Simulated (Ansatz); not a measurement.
Energy profile

The step: BH₂Cl ([BH2][Cl]) + NH₃ + HF → BNH₄ ([BH2][NH2]) + HCl + HF; bonds formed: Cl2–H7, H5–F8; dative contacts that become bonds: B1–N6; bonds broken: B1–Cl2, H5–N6, H7–F8 (atoms numbered as in the saddle structure below).

B1  (-0.705, -0.391, -0.790)
Cl2  (1.278, 0.687, -1.558)
H3  (-1.438, 0.396, -1.303)
H4  (-0.442, -1.431, -1.308)
H5  (0.591, 0.337, 1.061)
N6  (-0.584, -0.327, 0.691)
H7  (1.618, 0.898, -0.257)
F8  (1.504, 0.852, 1.185)
H9  (-0.507, -1.232, 1.138)
H10  (-1.316, 0.209, 1.141)
(Å)

Electronic energies by CCSD(T) at an estimated basis limit (MP2 extrapolated from triple and quadruple zeta, plus CCSD(T) − MP2 in triple zeta), on PBE0-D4/def2-TZVP structures; BNH$_{6}$ClF, singlet; no counterpoise correction. Computed with Ansatz 0.2.0 (basis: def2-TZVPP and def2-QZVPP); correlated methods freeze the cores. Extrapolation: Hartree–Fock as exp(−7.88 √X), correlation as X^−2.97.

Task: Give the profile in kJ/mol, counted from the separated reactants. (Judge from chemistry; the value comes from the calculation.)

Result: By the calculation:
```tsv
point	kJ/mol
separated: BH$_{2}$Cl (linked as [BH2][Cl]; B1, Cl2, H3, H4; singlet) + NH$_{3}$ (H5, N6, H9, H10; singlet) + HF (H7, F8; singlet)	0.0
start structure	-169.0
saddle	-46.7
end structure	-84.3
separated: BNH$_{4}$ (linked as [BH2][NH2]; B1, H3, H4, N6, H9, H10; singlet) + HCl (Cl2, H7; singlet) + HF (H5, F8; singlet)	-48.2
```
The saddle lies below the separated reactants: the barrier is submerged.

T1 diagnostic: at most 0.013.

For scale, one of the runs: CCSD(T)/def2-TZVPP, 219 basis functions, launched by `ansatz run in.yaml --threads 4 --pin off --events-out ev --progress --plain --max-ram 9574MiB`. Time: 89 s of wall clock on 4 CPU threads of an Arm Neoverse V1; the host was shared. Peak host memory: 3.5 GiB.
